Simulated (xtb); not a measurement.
dimethyl carbonate (C3H6O3), singlet, geometry from GFN2-xTB, atoms displaced at random by about 0.05 Å a coordinate. Base run: GFN2-xTB (xtb).

The xtb input:
```
$ xtb mol.xyz --gfn 2 --opt --json

# file mol.xyz
12

C      2.37201442     0.09397767    -0.00805218
O      1.15500108    -0.53456152     0.47869553
C     -0.04121010     0.12250369    -0.03738632
O     -0.04675700     1.05553261    -0.58565578
O     -1.10232994    -0.66067981     0.39162781
C     -2.38837958    -0.03969098    -0.08433328
H      2.32176961     1.07067379     0.35499897
H      3.12950767    -0.55938625     0.56626769
H      2.42283448     0.07306478    -1.00083479
H     -3.15943224    -0.76557383     0.45685797
H     -2.38414304    -0.03148110    -1.08294048
H     -2.43342197     0.84818135     0.40150551
```

Each row names what was changed in the base input (with any setting that the change needs).

```csv
change,ΔE vs base (mEh),optimiser steps
base,0.000,8
opt level = loose,0.004,7
opt level = extreme,-0.003,18
alpb = thf,(withheld),9
opt level = tight,-0.001,9
engine = inertial,0.029,-
opt level = crude,0.068,5
opt level = vtight,-0.003,18
engine = lbfgs,0.000,-
opt level = sloppy,0.016,6
```

Some entries are withheld; supply them.


- alpb = thf, ΔE vs base (mEh): -12.191
